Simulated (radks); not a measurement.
The numbers below are computed, except where a source is named.
Initial-state core-level shifts of the barium ion Ba+ when its valence configuration changes from [Xe] 6s1. Level of theory: scalar-relativistic Kohn-Sham, LDA (Slater exchange, Perdew-Wang correlation), spin-polarised, spherical densities, point nucleus; open shells are filled with parallel spins first (spin-orbit coupling, left out, can overturn this in heavy ions) (a radial shooting solver on a logarithmic mesh with Libxc functionals). Shifts are changes of the shell-averaged eigenvalues in eV (positive: less bound).

| valence | 3p | 4p | 4d | 5s |
|---|---|---|---|---|
| 5d0.5 6s0.5 | +0.955 | +0.946 | +0.947 | +0.902 |
| 5d1 | +1.876 | +1.860 | +1.863 | +1.782 |
| 6p1 | -1.111 | -1.105 | -1.102 | -1.069 |
| 4f1 | +3.807 | +3.592 | +3.436 | +1.967 |
| 6s0.5 6p0.5 | -0.558 | -0.556 | -0.554 | -0.538 |
